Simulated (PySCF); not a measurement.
Basis and Hamiltonian dependence of the excitation energy of Se+

Se+ [Ar] 3d10 4s2 4p3 (4S) → Se+ [Ar] 3d10 4s1 4p4 (4P). All values are computed (PySCF 2.14, energy differences of UHF-based or UKS calculations, no spin-orbit coupling). Values in eV.

```
                                                                               basis    Hamiltonian  functions     UHF  r2SCAN    PBE0  MP2 (valence)  CCSD(T) (valence)
                                                        aug-cc-pVDZ-PP with ECP10MDF            ECP         32  10.969  11.053  11.276         10.898             10.291
                                                                        x2c-TZVPPall  spin-free X2C         48  10.911  10.926  11.202         10.910             10.357
                      x2c-TZVPPall with one added diffuse shell each of s, p, d type  spin-free X2C         57  10.911  10.927  11.202         10.911             10.313
                                                        aug-cc-pVQZ-PP with ECP10MDF            ECP         89  10.910  10.997  11.226         10.903             10.300
                                                                      aug-cc-pVQZ-DK  spin-free X2C         93  10.907  10.945  11.214         10.900             10.302
                                                                        x2c-QZVPPall  spin-free X2C         97  10.908  10.946  11.215         10.909             10.364
                   x2c-QZVPPall with one added diffuse shell each of s, p, d, f type  spin-free X2C        113  10.908  10.945  11.215         10.909                n/a
aug-cc-pVQZ-PP with one added diffuse shell each of s, p, d, f, g type with ECP10MDF            ECP        114  10.910  10.997  11.226         10.904                n/a
```

Frozen in the all-electron rows: valence: [Ar] 3d10; with a core potential, the same shells as far as they lie outside it.

Reference for a calculation without spin-orbit coupling: 10.523 eV (measured, between term centres; NIST).
